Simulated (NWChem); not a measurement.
Species: TiH$_{2}$F$_{2}$; SMILES [F][TiH2][F]

Computed with NWChem. All runs use the structure optimised with PBE0/def2-SVP.

Diagonal of the polarisability tensor at B3LYP/def2-SVPD, static: 36.77, 42.21, 38.75 bohr³.

### Question
Find the mean polarisability volume, the molar refraction, and the refractive index that an ideal gas of it would have at 273.15 K and 1 atm.

### Answer

1. Mean: one third of the trace = 39.24 bohr³ × 0.14818 Å³/bohr³ = 5.82 Å³.
2. Molar refraction (Lorentz-Lorenz): (4π/3) N_A α = 14.7 cm³/mol.
3. Number density p/kT = 2.687 × 10⁻⁵ Å⁻³; n − 1 = 2π N α = 9.82 × 10⁻⁴.
4. These hold the electronic response alone: vibrational and orientational terms add to the static dielectric constant.
